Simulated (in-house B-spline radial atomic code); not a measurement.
Ionisation energies along the 64-electron series, configuration 1s2 2s2 2p6 3s2 3p6 3d10 4s2 4p6 4d10 4f5/2(6) 4f7/2(7) 5s2 5p1/2(2) 5p3/2(1), as differences of self-consistent energies. Dirac energy differences include first-order Breit, QED and recoil terms. NIST's values go from ground level to ground level; the uncertainty of those that are theory runs from under 0.1 % in few-electron ions to several per cent in heavy many-electron ones. Computed with a B-spline radial code for spherical atoms: Dirac-Hartree-Fock, jj configuration that fills j = l - 1/2 first, finite nuclei.

A number in brackets counts the electrons of a j subshell.

```
 ion                       configuration after  ionisation energy (eV)  IE/(q+1)² (eV)  -ε less Coulomb ΔSCF (eV)  Breit and QED recoil part (eV)  tabulated value (eV)    tabulated kind  computed minus tabulated (eV)
Lu7+  [Kr] 4d10 4f5/2(6) 4f7/2(7) 5s2 5p1/2(2)                  128.71          2.0111                          -                        -0.10826                   136  tabulated theory                          -7.29
Hf8+  [Kr] 4d10 4f5/2(6) 4f7/2(7) 5s2 5p1/2(2)                  150.85          1.8623                    0.51518                         -0.1234                   157  tabulated theory                          -6.15
Ta9+  [Kr] 4d10 4f5/2(6) 4f7/2(7) 5s2 5p1/2(2)                  174.33          1.7433                    0.49381                         -0.1404                   180  tabulated theory                          -5.67
```
